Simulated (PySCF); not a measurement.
C7H8ClN.
SMILES with atom numbers: `[N:1]#[C:2][C@H:3]1[CH2:4][CH2:5]/[C:6](=[CH:7]\[Cl:8])[CH2:9]1` (hydrogens: H10 on C3; H11, H12 on C4; H13, H14 on C5; H15 on C7; H16, H17 on C9)

The closed-shell SCF was solved with PySCF and density fitting under several settings on one GFN2-xTB geometry (grid level 2 and gas phase unless stated).

```json
{"settings": "PBE0/pcSseg-1", "basis functions": "200", "SCF cycles": "15", "E (Eh)": "-785.8820", "HOMO (eV)": "-7.30", "LUMO (eV)": "-0.44", "dipole (D)": "2.48"}
{"settings": "X3LYP/def2-SVPD", "basis functions": "251", "SCF cycles": "14", "E (Eh)": "-785.9270", "HOMO (eV)": "-7.13", "LUMO (eV)": "-0.61", "dipole (D)": "2.54"}
{"settings": "WP04/pcSseg-1, IEF-PCM tetrahydrofuran, grid level 1, fitting basis def2-qzvpp-jkfit", "basis functions": "200", "SCF cycles": "11", "E (Eh)": "-798.6024", "HOMO (eV)": "-8.22", "LUMO (eV)": "-2.21", "dipole (D)": "2.94"}
```

Estimate the rows for these settings: (1) PBE0/6-311G**; (2) B97-2/pcSseg-1.

```tsv
settings	basis functions	SCF cycles	E (Eh)	HOMO (eV)	LUMO (eV)	dipole (D)
PBE0/6-311G**	218	15	-786.0285	-7.26	-0.37	2.33
B97-2/pcSseg-1	200	14	-786.3395	-7.06	-0.49	2.48
```

Over all rows, what range does the HOMO–LUMO gap span?

From 6.01 eV (WP04/pcSseg-1, IEF-PCM tetrahydrofuran, grid level 1, fitting basis def2-qzvpp-jkfit) to 6.89 eV (PBE0/6-311G**). The functional of the narrowest has 12 % exact exchange, that of the widest 25 % exact exchange.

Compare two rows with the functional PBE0: PBE0/pcSseg-1 and PBE0/6-311G**. Which energy is lower, and by how much?

PBE0/6-311G** (218 functions) lies 0.1465 Eh or 92 kcal/mol below PBE0/pcSseg-1 (200 functions).

Cycle counts include a coarse-grid stage where the run had one. All basis functions are spherical, in the Pople sets too. WP04 was designed for NMR shieldings or shifts; total energies of different functionals aren't comparable. The species at its GFN2-xTB geometry (one conformer only).
